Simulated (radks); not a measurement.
The iridium ion Ir+ inside a hard spherical wall (all orbitals vanish at R), configuration held at [Xe] 4f14 5d7 6s1 and not refilled when levels cross. Method: scalar-relativistic Kohn-Sham, r2SCAN, spin-polarised, spherical densities, finite nucleus; open shells are filled with parallel spins first (spin-orbit coupling, left out, can overturn this in heavy ions); meta-GGA in the generalised Kohn-Sham scheme; Fermi nuclear charge, rms radius 5.4032 fm; computed with a radial shooting solver on a logarithmic mesh with Libxc functionals. Eigenvalues in eV for spin up, with the zero of energy where the potential of the charges vanishes at infinity; a dash marks a level that is unbound or too diffuse for the functional's potential to be trusted. A positive occupied level is held by the wall or, in an anion where self-interaction has pushed it up, behind a barrier. The pressure on the wall is -dE/dV.

[
 {"R (bohr)": "free", "E (hartree)": "-17825.8211", "kinetic (hartree)": "19810.788", "e(4f)": "-71.253", "e(5p)": "-65.449", "e(5d)": "-16.664", "e(6s)": "-14.698", "e(6p, empty)": "-7.368", "e(7s, empty)": "-", "pressure (GPa)": "0"},
 {"R (bohr)": "20", "E (hartree)": "-17825.8211", "kinetic (hartree)": "19810.788", "e(4f)": "-71.253", "e(5p)": "-65.449", "e(5d)": "-16.664", "e(6s)": "-14.698", "e(6p, empty)": "-7.368", "e(7s, empty)": "-", "pressure (GPa)": "< 0.0001"},
 {"R (bohr)": "15", "E (hartree)": "-17825.8211", "kinetic (hartree)": "19810.788", "e(4f)": "-71.253", "e(5p)": "-65.449", "e(5d)": "-16.664", "e(6s)": "-14.698", "e(6p, empty)": "-7.368", "e(7s, empty)": "-", "pressure (GPa)": "< 0.0001"},
 {"R (bohr)": "12", "E (hartree)": "-17825.8211", "kinetic (hartree)": "19810.788", "e(4f)": "-71.253", "e(5p)": "-65.449", "e(5d)": "-16.664", "e(6s)": "-14.698", "e(6p, empty)": "-7.367", "e(7s, empty)": "-2.626", "pressure (GPa)": "< 0.0001"},
 {"R (bohr)": "7", "E (hartree)": "-17825.8200", "kinetic (hartree)": "19810.802", "e(4f)": "-71.201", "e(5p)": "-65.398", "e(5d)": "-16.619", "e(6s)": "-14.649", "e(6p, empty)": "-7.109", "e(7s, empty)": "1.514", "pressure (GPa)": "0.0947"},
 {"R (bohr)": "6", "E (hartree)": "-17825.8146", "kinetic (hartree)": "19810.853", "e(4f)": "-71.020", "e(5p)": "-65.225", "e(5d)": "-16.467", "e(6s)": "-14.462", "e(6p, empty)": "-6.544", "e(7s, empty)": "5.594", "pressure (GPa)": "0.746"},
 {"R (bohr)": "3", "E (hartree)": "-17824.4792", "kinetic (hartree)": "19817.384", "e(4f)": "-58.464", "e(5p)": "-54.696", "e(5d)": "-5.456", "e(6s)": "6.073", "e(6p, empty)": "24.594", "e(7s, empty)": "101.31", "pressure (GPa)": "677"},
 {"R (bohr)": "2.5", "E (hartree)": "-17822.0877", "kinetic (hartree)": "19827.550", "e(4f)": "-46.358", "e(5p)": "-45.008", "e(5d)": "6.726", "e(6s)": "32.946", "e(6p, empty)": "59.515", "e(7s, empty)": "182.92", "pressure (GPa)": "3010"},
 {"R (bohr)": "2", "E (hartree)": "-17813.8336", "kinetic (hartree)": "19860.269", "e(4f)": "-19.651", "e(5p)": "-21.593", "e(5d)": "37.656", "e(6s)": "105.44", "e(6p, empty)": "146.20", "e(7s, empty)": "363.88", "pressure (GPa)": "17600"},
 {"R (bohr)": "1.5", "E (hartree)": "-17777.6929", "kinetic (hartree)": "19988.678", "e(4f)": "48.285", "e(5p)": "55.669", "e(5d)": "136.29", "e(6s)": "334.75", "e(6p, empty)": "401.02", "e(7s, empty)": "846.94", "pressure (GPa)": "153000"}
]
